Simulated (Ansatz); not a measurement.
Coupled-cluster diagnostics for the cluster Ga₂Te₃, Ansatz.

Geometry of the singlet (r2SCAN-D4/def2-SVP):

Cartesian coordinates in Å:
```
Ga -0.069 -0.637 1.029
Ga -0.694 0.900 -1.469
Te 1.597 1.302 0.630
Te 1.621 -1.124 -0.868
Te -2.455 -0.441 0.678
```

In the def2 sets Te takes a core potential; there is no spin–orbit coupling. Correlated methods freeze 30 core orbitals; core or outer-core shells of Ga, Te are correlated, in sets that lack core-valence functions. Another isomer (singlet) lies 0.30 eV lower at PBE0-D4/def2-TZVP; other spin states weren't run for this one.

(1) Estimate the CCSD(T) correlation energy, the shares of MP2 and (T), T1 and the reference's ⟨S²⟩ for: charge 0, singlet, own geometry in def2-SVP; and the rough time on 4 threads of AMD EPYC 7B13 on a shared host.

Results:

(1) 
```
                          state     basis  correlation (eV)  MP2 share (%)  (T) share (%)     T1  ⟨S²⟩ (pure)  wall time
charge 0, singlet, own geometry  def2-SVP           -21.641           96.0            4.7  0.016  0.00 (0.00)       37 s
```
Customary marks for T1 are 0.02 (closed shells), 0.045 (open shells) and about 0.05 (3d metals). T1 stays under 0.02 throughout.
